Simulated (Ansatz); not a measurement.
Single points on V₂N₂.

```yaml
crystal:
  periodic: [false, false, false]
  atoms:
    - {symbol: V, position_ang: [-0.612907, 0.544961, -0.875187]}
    - {symbol: V, position_ang: [1.129677, 0.392444, -0.091739]}
    - {symbol: N, position_ang: [-0.105527, -1.013281, 0.037202]}
    - {symbol: N, position_ang: [-0.411234, 0.075866, 0.929724]}
basis:
  gaussian: {orbitals: def2-TZVP, initial_orbitals: start.molden}
hamiltonian: {xc: lda}
scf: {omitted_lower_state_checks: [starts]}
output: {orbitals: {seedname: orbitals}}
```

The file start.molden holds the orbitals of an earlier run on this structure, at another level or in another basis.

```sh
$ ansatz run in.yaml --threads 4 --pin off --events-out ev --progress --plain --max-ram 3916MiB
```

It prints (some lines left out):

```
Functional definition: SPW92
1178 factors; their error is unknown
mean field evaluation 1: about -54214.9994 eV, gradient 3.4e1 eV
mean field evaluation 2: about -54215.4548 eV, gradient 9.3e-1 eV
mean field evaluation 4: about -54215.4624 eV, gradient 2.3e-1 eV
mean field evaluation 8: about -54215.4625 eV, gradient 1.4e-5 eV
mean field -54215.46252127 eV, -1992.3814990963 hartree, gradient 1.2e-5 eV, S^2 0.000000; 0 other end points of the search recorded, 0 dependent functions left out
reference -54215.46256297 eV, -1992.3815006286 hartree; 30, 30 occupied and 122, 122 virtual orbitals, 1178 factors
Total energy: -54215.46256297 eV, -1992.3815006286 hartree
Checks for a lower state left out: starts
```

Run time 0.95 s (4 threads of Arm Neoverse V1 on a shared host).

The first input with `hamiltonian: {xc: {name: LC-wPBE}}` (abridged; 3.7 s):

```
Functional definition: LC-wPBE
mean field -54338.76561949 eV, -1996.9128043782 hartree, gradient 2.1e-5 eV, S^2 0.000000
Total energy: -54338.76561950 eV, -1996.9128043784 hartree
Checks for a lower state left out: starts
```

The first input with `gaussian: {orbitals: def2-TZVPD, initial_orbitals: start.molden}`, `hamiltonian: {xc: pbe, dispersion: d4}` (abridged; 1.8 s):

```
Functional definition: PBE
mean field -54339.32072859 eV, -1996.9332042611 hartree, gradient 6.5e-5 eV, S^2 0.000000
Total energy: -54339.44192346 eV, -1996.9376580904 hartree
Checks for a lower state left out: starts
```

First input, but with `gaussian: {orbitals: STO-3G}`, `hamiltonian: {xc: hf}` (abridged; 0.35 s):

```
Functional definition: HF
mean field evaluation 16: about -53697.4607 eV, gradient 6.5e-2 eV
mean field -53699.47401445 eV, -1973.4192712201 hartree, gradient 2.0e-5 eV, S^2 0.000000
Total energy: -53699.47401445 eV, -1973.4192712201 hartree
Checks for a lower state left out: starts
```

The first input with `gaussian: {orbitals: def2-SVP, initial_orbitals: start.molden}`, `hamiltonian: {xc: pbe, dispersion: d4}` (abridged; 1.1 s):

```
Functional definition: PBE
mean field -54328.63798358 eV, -1996.5406206230 hartree, gradient 2.0e-5 eV, S^2 0.000000
Total energy: -54328.75918166 eV, -1996.5450745706 hartree
Checks for a lower state left out: starts
```

First input, but with `gaussian: {orbitals: def2-TZVPD, initial_orbitals: start.molden}`, `hamiltonian: {xc: r2scan, dispersion: d4}` (abridged; 4.4 s):

```
Functional definition: r2SCAN
mean field -54350.57594221 eV, -1997.3468257325 hartree, gradient 1.1e-5 eV, S^2 0.000000
Total energy: -54350.59888004 eV, -1997.3476686825 hartree
Checks for a lower state left out: starts
```

As the first input, with `correlation: {method: mp2}` and without the key `hamiltonian` (abridged; 13 s):

```
Functional definition: HF
mean field evaluation 16: about -54267.9672 eV, gradient 3.9e-1 eV
mean field evaluation 32: about -54267.9961 eV, gradient 2.9e-6 eV
mean field -54267.99614718 eV, -1994.3120742398 hartree, gradient 2.9e-6 eV, S^2 0.000000; unrestricted orbitals would lower it
unrestricted determinant -54270.38243592 eV, -1994.3997687335 hartree, S^2 2.8161
12 core orbitals not correlated: weight in the atoms' cores, before any rotation towards them, 1.000 or more for the frozen orbitals, at most 0.000 for the correlated occupied ones
second order -38.73487978 eV of doubles, -0.00000000 eV of singles
Total energy: -54306.73102695 eV, -1995.7355548162 hartree
Checks for a lower state left out: starts
```

Geometry: PBE-D4/def2-SVP.

LC-ωPBE has ω = 0.4 bohr⁻¹. Correlated methods freeze 12 core orbitals; core or outer-core shells of V are correlated, in sets that lack core-valence functions. The restricted singlet is unstable towards broken spin symmetry in Hartree–Fock (as tested in another run); at HF/STO-3G this wasn't settled. At MP2/def2-TZVP the restricted singlet (for correlated methods, its reference) is unstable: a solution with broken spin symmetry lies lower. The order of the spin states hangs on the level: the quintet lies 0.33 eV below the singlet at LC-ωPBE/def2-TZVP, but 1.04 eV above it at LDA (SPW92)/def2-TZVP. The quintet is doubtful at LC-ωPBE/def2-TZVP (⟨S²⟩ 6.75, where a pure state has 6.00). The structure comes from a short search, and lower isomers may exist.
